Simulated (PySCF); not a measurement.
Computed structure and properties of [Pb(BH4)3]−

System: [Pb(BH4)3]− (singlet; a saddle point, relaxed within its symmetry); start: template (C3h). Method: PySCF 2.14.0, RKS PBE0, Pb def2-SVP with ECP60, B def2-SVP, H def2-SVP; non-relativistic Hamiltonian with scalar-relativistic core potentials where named; density fitting; no spin-orbit coupling.

Input of the relaxation:

```python
mol = gto.M(atom='''
Pb     0.00000    -0.00000     0.00000
B      2.44589    -0.00003     0.00000
H      3.64588    -0.00003     0.00000
H      2.02998    -0.58938     1.02080
H      2.02998    -0.58938    -1.02080
H      2.02997     1.17879     0.00000
B     -1.22292     2.11822     0.00000
H     -1.82291     3.15744     0.00000
H     -0.50457     2.05271     1.02080
H     -0.50457     2.05271    -1.02080
H     -2.03584     1.16861     0.00000
B     -1.22297    -2.11819     0.00000
H     -1.82296    -3.15741     0.00000
H     -1.52541    -1.46333     1.02080
H     -1.52541    -1.46333    -1.02080
H      0.00588    -2.34740     0.00000''',
    basis={'Pb': 'def2-SVP', 'B': 'def2-SVP', 'H': 'def2-SVP'},
    ecp={'Pb': 'def2-SVP'},
    charge=-1, spin=0)
mf = dft.RKS(mol, xc='PBE0')
mf.grids.atom_grid = (50, 194)
mf = mf.density_fit()  # fitting sets: Pb def2-universal-JKFIT, B def2-universal-JKFIT, H def2-universal-JKFIT
mf.conv_tol = 1e-08; mf.max_cycle = 55
mf.kernel(dm0)  # dm0: converged density of the start geometry
# quasi-Newton relaxation in Cartesian coordinates to a largest gradient under 0.00045 Eh/bohr, steps kept in the point group
```

Run from Python with OMP_NUM_THREADS=2; the lines above give its settings. Where DIIS fails, smearing, a level shift and second-order steps follow.
It took 4.8 min on 2 threads of Intel(R) Xeon(R) Processor @ 2.50GHz (Skylake/Cascade Lake), on a shared host, from the converged density of the start.

Course of the relaxation:

| step | energy above end (eV) | largest force component within the symmetry (eV/Å) |
| --- | --- | --- |
| 0 | 0.6766 | 0.849 |
| 1 | 0.3117 | 0.624 |
| 2 | 0.0857 | 0.243 |
| 3 | 0.0186 | 0.125 |
| 4 | 0.0037 | 0.075 |
| 5 | 0.0008 | 0.061 |
| 6 | -0.0001 | 0.028 |
| 7 | -0.0005 | 0.017 |
| 8 | -0.0006 | 0.035 |
| 9 | -0.0004 | 0.043 |
| 10 | -0.0004 | 0.038 |
| 11 | -0.0001 | 0.013 |
| 12 | 0.0000 | 0.002 |

Relaxed geometry (C3h):

```xyz
16

Pb    0.0000    0.0000    0.0000
B     2.6715    0.0258    0.0000
H     3.8960   -0.0412    0.0000
H     2.2041   -0.5603    1.0089
H     2.2041   -0.5603   -1.0089
H     2.2906    1.2092    0.0000
B    -1.3581    2.3007    0.0000
H    -1.9123    3.3946    0.0000
H    -0.6168    2.1890    1.0089
H    -0.6168    2.1890   -1.0089
H    -2.1925    1.3791    0.0000
B    -1.3134   -2.3265    0.0000
H    -1.9836   -3.3534    0.0000
H    -1.5873   -1.6287    1.0089
H    -1.5873   -1.6287   -1.0089
H    -0.0981   -2.5883    0.0000
```

```csv
contact,Å
Pb1–H4 (BH4),2.488
Pb1–H9 (BH4),2.488
Pb1–H14 (BH4),2.488
```

On the finer grid (75, 302):

```yaml
HOMO: -3.67 eV
LUMO: 1.42 eV
Dipole_about_the_centre_of_mass: 0.00 D
Set_of_Mulliken_populations_of_Pb1_outside_the_core_potential: s 4.00, p 7.08, d 10.21
D3_BJ_dispersion_energy_not_in_the_energies: -0.285 eV
```

```json
{"atom": "Pb1", "Mulliken (e)": "0.70", "Löwdin (e)": "0.88", "spin (e)": "0.00"}
{"atom": "B2", "Mulliken (e)": "-0.34", "Löwdin (e)": "-0.55", "spin (e)": "0.00"}
{"atom": "H3", "Mulliken (e)": "-0.05", "Löwdin (e)": "-0.04", "spin (e)": "0.00"}
{"atom": "H4", "Mulliken (e)": "-0.07", "Löwdin (e)": "-0.01", "spin (e)": "0.00"}
{"atom": "H5", "Mulliken (e)": "-0.07", "Löwdin (e)": "-0.01", "spin (e)": "0.00"}
{"atom": "H6", "Mulliken (e)": "-0.04", "Löwdin (e)": "-0.01", "spin (e)": "0.00"}
{"atom": "B7", "Mulliken (e)": "-0.34", "Löwdin (e)": "-0.55", "spin (e)": "0.00"}
{"atom": "H8", "Mulliken (e)": "-0.05", "Löwdin (e)": "-0.04", "spin (e)": "0.00"}
{"atom": "H9", "Mulliken (e)": "-0.07", "Löwdin (e)": "-0.01", "spin (e)": "0.00"}
{"atom": "H10", "Mulliken (e)": "-0.07", "Löwdin (e)": "-0.01", "spin (e)": "0.00"}
{"atom": "H11", "Mulliken (e)": "-0.04", "Löwdin (e)": "-0.01", "spin (e)": "0.00"}
{"atom": "B12", "Mulliken (e)": "-0.34", "Löwdin (e)": "-0.55", "spin (e)": "0.00"}
{"atom": "H13", "Mulliken (e)": "-0.05", "Löwdin (e)": "-0.04", "spin (e)": "0.00"}
{"atom": "H14", "Mulliken (e)": "-0.07", "Löwdin (e)": "-0.01", "spin (e)": "0.00"}
{"atom": "H15", "Mulliken (e)": "-0.07", "Löwdin (e)": "-0.01", "spin (e)": "0.00"}
{"atom": "H16", "Mulliken (e)": "-0.04", "Löwdin (e)": "-0.01", "spin (e)": "0.00"}
```

On the grid (50, 194), as all that follows. Harmonic modes: 1 unstable, so a saddle point once the symmetry is let go (counted below −25 cm⁻¹); lowest -114 cm⁻¹ (negative: unstable), highest 2476 cm⁻¹, zero-point energy 2.975 eV.

Taking off one BH4 (charge -1, singlet; the rest: singlet) in vacuum, both parts rigid, costs 2.33 eV; the small basis without counterpoise inflates it.

Rigid scan of BH4 along the line from its metal:

distance to B2 (Å), energy (eV) and a bar:
```
     2.37      0.321 ########
     2.47      0.125 ###
     2.57      0.027 #
     2.67      0.000 
     2.77      0.022 #
     2.87      0.078 ##
     3.07      0.247 ######
     3.37      0.550 #############
     3.77      0.922 ######################
     4.27      1.278 ##############################
```

One start shape was tried, so this needn't be the lowest isomer.
